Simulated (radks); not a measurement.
Neutral tellurium inside a hard spherical wall (all orbitals vanish at R), configuration held at [Kr] 4d10 5s2 5p4 and not refilled when levels cross. Calculated with a radial shooting solver on a logarithmic mesh with Libxc functionals: scalar-relativistic Kohn-Sham, r2SCAN, spin-polarised, spherical densities, finite nucleus; open shells are filled with parallel spins first (spin-orbit coupling, left out, can overturn this in heavy ions); meta-GGA in the generalised Kohn-Sham scheme; Fermi nuclear charge, rms radius 4.7423 fm. Eigenvalues in eV for spin up, with the zero of energy where the potential of the charges vanishes at infinity; a dash marks a level that is unbound or too diffuse for the functional's potential to be trusted. A positive occupied level is held by the wall or, in an anion where self-interaction has pushed it up, behind a barrier. The pressure on the wall is -dE/dV.

R (bohr)  E (hartree)  kinetic (hartree)    e(4p)    e(4d)    e(5s)   e(5p)  e(6s, empty)  e(5d, empty)  pressure (GPa)
free      -6795.21333           7119.622  -117.37  -42.667  -16.309  -6.837             -             -               0
20        -6795.21333           7119.622  -117.37  -42.667  -16.309  -6.837             -             -        < 0.0001
12        -6795.21332           7119.622  -117.37  -42.666  -16.308  -6.836         0.374         1.906        0.000188
10        -6795.21320           7119.623  -117.36  -42.655  -16.299  -6.827         0.811         2.326         0.00398
8         -6795.21144           7119.640  -117.26  -42.552  -16.216  -6.746         1.992         3.081          0.0940
7         -6795.20596           7119.684  -117.03  -42.326  -16.041  -6.566         3.402         3.833           0.484
5         -6795.09360           7120.358  -114.65  -40.005  -14.314  -4.533        13.146         8.529            16.1
4         -6794.69421           7122.250  -110.18  -35.699  -10.750   0.037        30.666        16.708             116
3.5       -6794.09074           7124.746  -105.83  -31.562   -6.614   5.402        49.331        25.426             342
3         -6792.67027           7130.155  -98.746  -24.866    1.655  15.947        83.143        41.346            1130
